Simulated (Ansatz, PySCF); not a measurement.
This PySCF input computes a CCSD(T)/cc-pVDZ energy:

```python
from pyscf import gto, scf, mp, cc as ccmod

mol = gto.M(
    atom='''
    B    -0.00000000   -0.00000000   -0.61304571
    N     0.00000000    0.00000000    0.69245456
    H    -0.00000000   -0.00000000   -1.78195339
    ''',
    basis='cc-pvdz',
    charge=0,
    spin=1,
    symmetry='C2v',
    verbose=4,
)

mf = scf.UHF(mol)
mf.conv_tol = 1e-10
mf.max_cycle = 100
mf.kernel()
mp2 = mp.MP2(mf, frozen=2).run()
cc = ccmod.CCSD(mf, frozen=2)
cc.max_cycle = 100
cc.kernel()
et = cc.ccsd_t()
print(f'E(CCSD(T)) = {cc.e_tot + et:.9f}')
```

Task: Write an input for the same energy in Ansatz (a program for electronic structure) and say what it gives.

Result: 
Ansatz 0.2 input:
```yaml
crystal:
  periodic: [false, false, false]
  atoms:
    - {symbol: B, position_ang: [-0.00000000, -0.00000000, -0.61304571]}
    - {symbol: N, position_ang: [0.00000000, 0.00000000, 0.69245456]}
    - {symbol: H, position_ang: [-0.00000000, -0.00000000, -1.78195339]}
basis:
  gaussian:
    orbitals: cc-pVDZ
magnetization: {spin_polarized: true, initial_magnetization: 1}
correlation: {method: ccsd_t, electrons: outside_noble_gas}
```
It gives -79.87221 Eh, and PySCF -79.87221 Eh, a difference of 0.00 mEh.

It need not be the lowest isomer of its formula.
